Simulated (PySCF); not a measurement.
A structure optimised at r2SCAN-D4/def2-SVP, used in a PySCF frequency run:

```
Al
Cl 1 2.0934
I 1 2.4519 2 119.50
I 1 2.4519 2 119.50 3 180.00
```
Charge 0, spin multiplicity 1.

**Question.** Write its SMILES, formula and point group.

**Answer.** [Cl][Al]([I])[I], AlClI₂, C2v

**Question.** What are its rotational constants (standard atomic weights)?

**Answer.** 1.4243, 0.43728, 0.33456 GHz
